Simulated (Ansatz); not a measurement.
Be5Se5. The state is a singlet with charge 0. Geometry PBE-D4/def2-SVP.

```xyz
10

Be    1.7867    0.8297   -1.0752
Be   -0.5676   -1.2695    1.8148
Be   -0.4921    0.2368   -2.1123
Be    1.5028    0.7247    1.5668
Be   -2.2278   -0.4711   -0.2983
Se    1.3389   -0.5728   -2.4780
Se   -2.2093   -2.0852    0.9290
Se    1.0657   -0.7377    2.9055
Se   -2.2596    1.0933   -1.5959
Se    2.0623    2.2517    0.3437
```

Another isomer (singlet) lies 1.39 eV lower at PBE0-D4/def2-TZVP; other spin states weren't run for this one.

Task: Estimate the orbital energies around the gap (eV) in Ansatz with PBE-D4/def2-TZVP, r2SCAN-D4/def2-TZVP, PBE0-D4/def2-TZVP.

Result: 
```csv
orbital,PBE-D4/def2-TZVP,r2SCAN-D4/def2-TZVP,PBE0-D4/def2-TZVP
HOMO−9,-8.05,-8.39,-9.23
HOMO−8,-8.02,-8.36,-9.21
HOMO−7,-8.00,-8.34,-9.19
HOMO−6,-7.88,-8.22,-9.07
HOMO−5,-7.75,-8.08,-8.89
HOMO−4,-7.12,-7.42,-8.25
HOMO−3,-6.84,-7.13,-7.93
HOMO−2,-6.66,-6.96,-7.75
HOMO−1,-6.64,-6.93,-7.72
HOMO,-6.32,-6.60,-7.37
LUMO,-3.12,-2.97,-2.48
LUMO+1,-2.52,-2.28,-1.81
LUMO+2,-2.39,-2.14,-1.67
LUMO+3,-2.10,-1.85,-1.38
LUMO+4,-1.88,-1.50,-1.23
LUMO+5,-1.34,-1.02,-0.58
```
